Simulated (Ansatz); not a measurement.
Geometry optimisation, RKS revPBE-D4/def2-SVP (Ansatz).

Input file:

```yaml
crystal:
  periodic: [false, false, false]
  atoms:
    - { symbol: B, position_ang: [0.020816, -0.498223, -0.391868] }
    - { symbol: Cl, position_ang: [-0.003733, 0.269093, 2.568164] }
    - { symbol: F, position_ang: [1.158645, 0.14599, -0.590895] }
    - { symbol: F, position_ang: [-1.147581, 0.08237, -0.598859] }
    - { symbol: Br, position_ang: [0.072341, -2.448576, 0.078567] }
    - { symbol: H, position_ang: [0.054411, -1.064255, 2.453191] }
basis:
  gaussian: { orbitals: def2-SVP }
hamiltonian:
  xc: revpbe
  dispersion: d4
relax:
  f_tol: 0.03
  max_steps: 50
```

Command:

```bash
$ ansatz run input.yaml --threads 2 --pin off --max-ram 3072MiB --backend cpu --events-out ev --progress --plain --runs-dir out
```

Task: Where does it end, and by what steps?

Result: The forces met the threshold. The force dipped under the threshold on the way, but the program's further checks kept it going. After 10 steps the energy has fallen by 0.060 eV; H6 moved furthest, 0.14 Å.

```
step  energy less start (eV)  largest force component (eV/Å)  accepted
   0                  0.0000                           0.998       yes
   1                  0.1330                           1.819        no
   2                  0.0033                           0.832        no
   3                 -0.0554                           0.210       yes
   4                 -0.0559                           0.175       yes
   5                 -0.0572                           0.034       yes
   6                 -0.0589                           0.168       yes
   7                 -0.0591                           0.068       yes
   8                 -0.0582                           0.212        no
   9                 -0.0595                           0.015       yes
  10                 -0.0595                           0.015       yes
```

```xyz
6
Properties=species:S:1:pos:R:3
B 0.022 -0.529 -0.436
Cl 0.001 0.261 2.623
F 1.153 0.134 -0.632
F -1.143 0.070 -0.635
Br 0.074 -2.412 0.002
H 0.047 -1.037 2.595
```

Whether the end is a true minimum wasn't checked by a vibrational analysis.

Time of the run: 19 s on 2 threads of Arm Neoverse V1, on a shared host, peak memory 0.15 GiB.
